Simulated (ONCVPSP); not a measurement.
**Configuration tests for P (Z = 15) (ONCV)**

* Element: phosphorus (P)
* Generator: ONCVPSP 4.0.1
* Type: optimised norm-conserving Vanderbilt (ONCV)
* Functional: PBE
* Relativity: scalar-relativistic
* Frozen core: [He]
* Valence charge: 13
* Reference configuration: 2s2 2p6 3s2 3p3
* Partial waves: 2s+3s: rc 0.95 bohr, ncon 5, nbas 8, qcut 9.8 1/bohr, 2 projectors; 2p+3p: rc 1.26 bohr, ncon 4, nbas 7, qcut 12.7 1/bohr, 2 projectors; d scattering state at 0.22 Ha: rc 0.90 bohr, ncon 3, nbas 7, qcut 9.3 1/bohr, 2 projectors, debl 2.6 Ha
* Local potential: polynomial inside 0.80 bohr (lpopt 5, dvloc0 3 Ha)
* Core correction: Teter function, fcfact 3, rcfact 1.3

Energies are relative to the spin-unpolarised reference configuration 2s2 2p6 3s2 3p3; without spin polarisation the order of configurations can differ from experiment.

Task: Give the all-electron excitation energy and the error of the potential for: 2s2 2p6 3s2 3p2; 2s2 2p6 3s2 3p1; 2s2 2p6 3s2 3p0; 2s2 2p6 3s2 3p2.5.

Result:

| valence configuration | charge | ΔE all-electron (eV) | error AE − PS (meV) |
| --- | --- | --- | --- |
| 2s2 2p6 3s2 3p2 | +1 | 9.730 | 0.0 |
| 2s2 2p6 3s2 3p1 | +2 | 28.877 | +1.4 |
| 2s2 2p6 3s2 3p0 | +3 | 58.616 | +5.6 |
| 2s2 2p6 3s2 3p2.5 | +0.5 | 3.775 | -0.1 |

Levels in the configuration 2s2 2p6 3s2 3p2.5:

```json
{"level": "2s", "all-electron (eV)": "-178.997", "pseudo (eV)": "-178.990"}
{"level": "2p", "all-electron (eV)": "-129.507", "pseudo (eV)": "-129.487"}
{"level": "3s", "all-electron (eV)": "-18.429", "pseudo (eV)": "-18.429"}
{"level": "3p", "all-electron (eV)": "-9.665", "pseudo (eV)": "-9.664"}
```
